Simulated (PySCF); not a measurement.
H2S2, SMILES SS. The structure is a stationary point at PBE-D3(BJ)/def2-TZVP.

**Question.** Give the equilibrium geometry at PBE-D3(BJ)/def2-TZVP (PySCF confirms it by a frequency run) as a Z-matrix, and its point group. (An estimate is asked for; the answer gives what the named calculation found.)

**Answer.** point group C2.
```
S
H 1 1.3598
S 1 2.0651 2 98.64
H 3 1.3598 1 98.64 2 90.61
```
Charge 0, spin multiplicity 1.
